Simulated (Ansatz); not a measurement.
Molecule: C2N, net charge 0, doublet state. It need not be the lowest isomer of its formula. SMILES: [C][C][N]
Structure (B3LYP-D3(BJ)/def2-TZVP (Ansatz, an electronic-structure program) minimum search):
```
C
N 1 1.1790
C 1 1.3674 2 180.00
```
Charge 0, spin multiplicity 2.

Parts of the frozen-core correlation energy in cc-pVDZ (Ansatz, hartree). Frozen orbitals: 3; correlated occupied orbitals by spin: 7 and 6; virtual: 32 and 33. Open shells are spin-unrestricted. Spin-orbit coupling is left out. No relativistic terms.

```tsv
term	value
reference (HF)	-130.03109
MP2 opposite-spin	-0.23023
MP2 same-spin	?
CCSD correlation	?
(T)	?
CCSDT minus CCSD(T)	-0.00218
T1 diagnostic	0.079
largest doubles amplitude	0.079
<S^2> of the reference	1.299
```

### Question
Complete the blanks.

### Answer

- MP2 same-spin, value: -0.08363
- CCSD correlation, value: -0.36597
- (T), value: -0.01727
